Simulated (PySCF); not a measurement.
HB, charge +1, doublet, at a GFN2-xTB geometry (a state made from the parent by changing its charge; the spin is typed, not shown lowest). Base run: PySCF with HF/aug-cc-pVDZ.

PySCF was given this input:
```python
from pyscf import gto, scf, solvent

mol = gto.M(
    atom='''
B    -0.000000   -0.000000   -0.199076
H     0.000000    0.000000    0.995381
''',
    basis='aug-cc-pvdz',
    charge=1,
    spin=1,
    verbose=4,
)

mf = scf.UHF(mol)
mf.kernel()
```

Variants of this job, named by their change:

```csv
change,ΔE vs base (kJ/mol)
base,0.00
model = IEF-PCM; solvent = 2-propanol,-288.2
model = IEF-PCM; solvent = dichloromethane; r_probe = 0.5,-220.3
model = IEF-PCM; solvent = tetrahydrofuran,-263.0
model = IEF-PCM; solvent = acetonitrile,-295.5
model = COSMO; solvent = dichloromethane,-255.6
model = IEF-PCM; solvent = chloroform,-239.4
model = IEF-PCM; solvent = dichloromethane; vdw_scale = 1.4,-231.0
model = IEF-PCM; solvent = dichloromethane; lebedev_order = 11,-270.1
model = IEF-PCM; solvent = dichloromethane; lebedev_order = 41,-270.0
model = SS(V)PE; solvent = dichloromethane,-266.7
model = IEF-PCM; solvent = dichloromethane; vdw_scale = 1.1,-295.2
```

The base is the gas phase, so ΔE is the electrostatic part of solvation at a fixed geometry, without cavity and dispersion terms.

Open shells are given as the SCF converged; they aren't shown to be the lowest states, and a large step between rows can be another state.
